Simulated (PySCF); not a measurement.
Species: sum formula H$_{3}$Si$_{2}$OCl$_{2}$, net charge -1, singlet state. It need not be the lowest isomer of its formula. Whether it binds its extra electron was not tested at this geometry. SMILES: [SiH2-]O[SiH](Cl)Cl
Structure (B3LYP-D3(BJ)/def2-TZVP (Ansatz) minimum search):
```
Si
O 1 1.5774
H 1 1.4695 2 117.14
Si 2 1.8227 1 126.66 3 -35.71
H 4 1.5475 2 96.08 1 59.36
H 4 1.5478 5 91.74 2 96.38
Cl 1 2.0918 3 105.52 2 -127.07
Cl 1 2.1013 3 105.48 2 122.98
```
Charge -1, spin multiplicity 1.

Dispersion corrections to the total energy (kcal/mol) from the dftd3 and dftd4 libraries through PySCF: D3(BJ) without and D4 with the three-body term, each with the damping fitted for the functional named.

| functional | D3(BJ) | D4 |
|---|---|---|
| BP86 | -11.06 | -10.07 |
| revPBE | -13.81 | [?] |
| BLYP | -13.47 | -15.31 |
| B3LYP | [?] | -11.63 |
| HF | -42.86 | -22.63 |
| r2SCAN | -1.72 | -1.72 |
| TPSS | [?] | -9.61 |

Task: Complete the blanks.

Result: 
- revPBE, D4: -18.79
- B3LYP, D3(BJ): -11.21
- TPSS, D3(BJ): -7.83
